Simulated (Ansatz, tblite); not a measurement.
Removing and adding an electron: `C[Si]1(C)C=CC=C1C1=CC=C[Si]1(C)C`. Total charge 0; singlet. Geometry: PBE-D4/def2-SVP. Ansatz, gas phase; energy differences of separate SCF runs; the oxidised species was run as a doublet alone; the reduced species was run as a doublet alone.

```xyz
32

C    -1.9610   -1.3711   -2.5187
Si   -2.2036   -0.2981   -0.9789
C    -2.8092    1.4345   -1.4402
C    -3.2420   -1.1276    0.3570
C    -2.4296   -1.3001    1.4447
C    -1.0411   -0.8369    1.3355
C    -0.6555   -0.2590    0.1407
C     0.6576    0.2523   -0.1432
C     1.0436    0.8287   -1.3386
C     2.4302    1.2981   -1.4454
C     3.2409    1.1319   -0.3554
Si    2.2035    0.2987    0.9791
C     1.9501    1.3711    2.5176
C     2.8186   -1.4298    1.4431
H    -2.9100   -1.4837   -3.0826
H    -1.6042   -2.3812   -2.2335
H    -1.2078   -0.9212   -3.1982
H    -3.7751    1.3908   -1.9848
H    -2.0712    1.9495   -2.0893
H    -2.9511    2.0494   -0.5288
H    -4.2940   -1.4499    0.3620
H    -2.7701   -1.7666    2.3868
H    -0.3537   -0.9576    2.1923
H     0.3575    0.9453   -2.1969
H     2.7711    1.7630   -2.3881
H     4.2919    1.4573   -0.3593
H     1.5945    2.3810    2.2302
H     2.8948    1.4840    3.0888
H     1.1925    0.9200    3.1912
H     2.9603   -2.0466    0.5330
H     3.7865   -1.3793    1.9834
H     2.0859   -1.9470    2.0965
```

The xTB rows come from tblite.

Question: Estimate orbital energies and vertical ionisation energies and electron affinities at: GFN1-xTB; GFN2-xTB; PBE-D4/def2-SVP; PBE0-D4/def2-SVP.

Answer: 
```json
{"level": "GFN1-xTB", "−HOMO (eV)": "10.37", "vertical IE (eV)": "12.57", "−LUMO (eV)": "8.58", "vertical EA (eV)": "6.44", "HOMO–LUMO gap (eV)": "1.79", "IE − EA (eV)": "6.13", "remarks": "–"}
{"level": "GFN2-xTB", "−HOMO (eV)": "9.31", "vertical IE (eV)": "11.63", "−LUMO (eV)": "7.53", "vertical EA (eV)": "5.28", "HOMO–LUMO gap (eV)": "1.78", "IE − EA (eV)": "6.35", "remarks": "–"}
{"level": "PBE-D4/def2-SVP", "−HOMO (eV)": "4.66", "vertical IE (eV)": "6.89", "−LUMO (eV)": "2.68", "vertical EA (eV)": "0.64", "HOMO–LUMO gap (eV)": "1.98", "IE − EA (eV)": "6.26", "remarks": "HOMO above zero (-1 doublet)"}
{"level": "PBE0-D4/def2-SVP", "−HOMO (eV)": "5.51", "vertical IE (eV)": "6.97", "−LUMO (eV)": "1.97", "vertical EA (eV)": "0.63", "HOMO–LUMO gap (eV)": "3.54", "IE − EA (eV)": "6.34", "remarks": "HOMO above zero (-1 doublet)"}
```

Relaxing the reduced species (PBE-D4/def2-SVP) changes its energy by -0.17 eV at PBE-D4/def2-SVP, so the adiabatic electron affinity to this nearest minimum is 0.80 eV. At PBE0-D4/def2-SVP it is 0.75 eV. The highest occupied level of the relaxed charge -1 doublet lies above zero (up to 1.18 eV). By energy differences its removal costs 0.80 eV (each at its own geometry, to the charge 0 singlet, at PBE-D4/def2-SVP); self-interaction error and the lack of diffuse functions both raise the level.     A HOMO above zero means that the electron is unbound at that level or that self-interaction error raises the level; the energy of removing that electron tells which. Raw xTB energy differences between charge states are shifted by several eV; the methods need an empirical correction for them. Sets without diffuse functions give affinities that are too small.
